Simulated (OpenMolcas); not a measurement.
Computed transition rates of As³⁺

- Program: OpenMolcas
- Method: MS-CASPT2, IPEA 0.25 Eh, imaginary shift 0.1 Eh (closed shells correlated: 3d)
- Basis: ANO-R3 [7s6p5d3f2g]
- Scalar Hamiltonian: X2C, finite nucleus
- Active space: 2 electrons in 4 orbitals (4s 4p)
- State averaging: 2S+1 = 3 even, 3 roots; 2S+1 = 1 even, 7 roots; 2S+1 = 3 odd, 3 roots; 2S+1 = 1 odd, 3 roots
- Spin-orbit coupling: state interaction with AMFI integrals over the reference wave functions, term energies averaged over their components

Rates come from the transition moments of the reference wave functions (E1 and E2 in the length form). At fixed line strength A goes as λ^-3 for E1 and M1 and as λ^-5 for E2, so a rate at the computed wavelength can be rescaled to the measured one. Measured vacuum wavelengths follow from level energies in Moore, Atomic Energy Levels, vol. II, NSRDS-NBS 35 (1971 reprint of NBS Circular 467, 1952). Branching counts decays inside the model space alone, at computed energies, and the table is only a selection of the E1 lines, drawn from those between levels with measured partners whose computed energy lies within a factor of 1.5 of the measured one.

```
         Upper        Lower  Type  λ computed (nm)  λ measured (nm)  A computed (s-1)  A rescaled (s-1)  Branching %
       4p2 1S0  4s 4p 1P* 1    E1            101.5            100.3          6.83e+09          7.08e+09         99.7
4p2 3P2 [70 %]  4s 4p 3P* 2    E1            96.37            95.33          2.71e+09          2.80e+09         64.3
       4p2 3P1  4s 4p 3P* 2    E1             97.4            98.06          2.08e+09          2.04e+09         39.8
       4p2 3P1  4s 4p 3P* 1    E1             95.4            95.69          1.33e+09          1.32e+09         25.4
4p2 3P2 [70 %]  4s 4p 3P* 1    E1            94.42            93.08          1.06e+09          1.11e+09         25.1
4p2 3P2 [70 %]  4s 4p 1P* 1    E1            142.3            138.2          4.45e+08                           10.6
```

Spin-changing lines and M1 lines between different terms are not rescaled, since their strength hangs on the term gaps too.

The largest correction is for 4p2 3P2 [70 %] → 4s 4p 3P* 1 (E1): 1.06e+09 × (94.42 / 93.08)^3 = 1.11e+09 s-1, a factor of 1.04.

The computed rate and branching of 4p2 1S0 → 4s 4p 1P* 1 give the upper level a radiative lifetime of 0.997 / 6.83e+09 s-1 = 1.46e-10 s, counting decays inside the model space alone. The rescaled rate gives about 1.4e-10 s.

No measured rate stands beside these. Rescaling mends the energy factor alone: line strengths can still be far off where a level mixes with configurations outside the active space, and weak or spin-changing lines hang on small mixing coefficients that depend on the term gaps too, so rescaling need not improve them.

Over all roots computed the reference weight is 0.91 to 0.97; the roots of lowest weight are the least certain, and an intruder state may touch them. The ¹D term of p² mixes with s d, which this space lacks. Measured partners are found by configuration, term and J. A level has none where our copy of the source lacks it or the pairing is in doubt (some pairs that miss far off the trend of their configuration count as doubtful). Levels of configurations outside the active space are missing.

A share in square brackets marks a mixed level and gives the weight of the term that names it. * marks odd parity.
